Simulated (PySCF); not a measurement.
# How methods differ on the ionisation energy of Al⁺

Al⁺ [Ne] 3s2 (1S) → Al²⁺ [Ne] 3s1 (2S), as a difference of total energies. Calculation: PySCF 2.14, in cc-pV(T+d)Z; the non-relativistic Hamiltonian (point nucleus). Correlated levels: valence: [Ne] frozen. The calculations carry no spin-orbit coupling.

```tsv
method	ionisation energy (eV)
UHF	17.519
PBE	18.749
M06-L	18.659
MP2 (valence)	18.274
SCS-MP2 (valence)	18.425
CCSD (valence)	18.595
```

Errors of the correlated levels include the incompleteness of this basis and the frozen core.

With two correlated electrons CCSD is exact in that space.

Q: Which method comes closest to the reference value, and which is furthest?

A: The reference is 18.829 eV (measured; NIST Atomic Spectra Database, ionization energies). Closest: PBE (error -0.080 eV); furthest: UHF (error -1.310 eV).
